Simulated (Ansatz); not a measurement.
Consider the atomization: `C[SiH2]C(N)O` → 2 C• + 9 H• + N• + O• + Si•.

Isolated molecules relaxed with PBE0-D4/def2-TZVP in Ansatz; ΔE leaves out vibrations. CCSD(T)/CBS is the MP2 limit (def2-TZVPP, def2-QZVPP) plus CCSD(T) − MP2 in def2-TZVPP, frozen cores. This one scheme is used for every species, atoms too. For atomizations the MP2-based limit and the directly extrapolated one differ by several kJ/mol either way, and by 10 to 25 for some Ge, Se and Sn compounds, so smaller differences from it don't rank the levels. DFT in def2-TZVPP. Open shells (•) are unrestricted, without spin–orbit coupling. Spin–orbit coupling would lower the free atoms: a little for C, O, Si. One conformer a species, not always the lowest.

| level | ΔE (kJ/mol) |
| --- | --- |
| PBE0-D4 | 4998.0 |
| PBE0 | 4975.8 |
| HF/def2-SVP | 3592.6 |
| SCS-MP2/def2-QZVPP | 5014.6 |

Task: What does CCSD(T)/CBS give? (An estimate is asked.)

Result: Computed: +5007.8 kJ/mol. The listed levels differ from it by -9.8, -32.0, -1415.2, 6.8 kJ/mol.

Largest T1 diagnostic among the species: 0.012.

Leaving LDA and LC-ωPBE aside and taking each functional with its dispersion term where it has one, the values, not all of them listed here, spread over 217.5 kJ/mol, from BHLYP-D4 to PBE-D4. LDA lies +661.4 kJ/mol from PBE without D4, its usual overbinding. From r2SCAN to r2SCAN0 (25 % exact exchange), in def2-TZVPP and without D4, ΔE moves by −70.7 kJ/mol: exact exchange takes away binding that semilocal exchange gives to molecules.
